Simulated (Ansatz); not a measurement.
`O[BH][SnH2][F]` + HI → `[F][SnH2][I]` + `BO` at 700 K and 1 bar (cleavage of the Sn–B bond).

Gas-phase electronic energies from Ansatz, PBE0-D4/def2-TZVP geometries. CCSD(T)/CBS is the MP2 limit (def2-TZVPP, def2-QZVPP) plus CCSD(T) − MP2 in def2-TZVPP, frozen cores. This one scheme is used for every species. def2 core potentials past Kr. For I, Sn outer-core shells are correlated without core-valence functions, which leaves a few kJ/mol of doubt a bond. Each species was taken in one conformer, which may not be the lowest.

```
         species  CCSD(T)/CBS energy (Eh)  H − E (kJ/mol)  S (J/(mol·K))
`O[BH][SnH2][F]`               -416.25065           181.3          429.3
              HI               -298.03592            34.6          231.7
  `[F][SnH2][I]`               -612.52381            92.0          399.3
            `BO`               -101.80414           126.4          277.4
```

H − E and S are ideal-gas, rigid-rotor, harmonic terms from PBE0-D4/def2-TZVP, for one conformer and one mirror image of each species. 1 Eh = 2625.50 kJ/mol, R = 8.31446 J/(mol·K).

Problem. By hand: ΔE, ΔH, ΔS and ΔG.

Solution. ΔE = (-612.52381) + (-101.80414) − (-416.25065) − (-298.03592) = -0.04138 Eh = -108.6 kJ/mol. Δ(H − E) = 92.0 + 126.4 − 181.3 − 34.6 = 2.5, so ΔH = -106.1 kJ/mol. ΔS = 399.3 + 277.4 − 429.3 − 231.7 = 15.7 J/(mol·K). ΔG = -106.1 − 700 × (15.7)/1000 = -117.1 kJ/mol.

Problem. By hand: the equilibrium constant, and the temperature at which ΔG would vanish if ΔH and ΔS stayed fixed.

Solution. log₁₀ K = −ΔG/(RT ln 10) = 8.7. ΔH and −TΔS have one sign here, so there is no such temperature.

ΔH outweighs TΔS. A doubt of 5 kJ/mol in ΔE shifts log₁₀ K by 0.4 here. Other conformers and mirror images would add mixing entropy, several J/(mol·K) or more a flexible species. These are equilibria of isolated gas molecules and say nothing of rates. Largest T1 diagnostic: 0.015 (customary marks: 0.02 for closed shells, 0.045 for open ones).
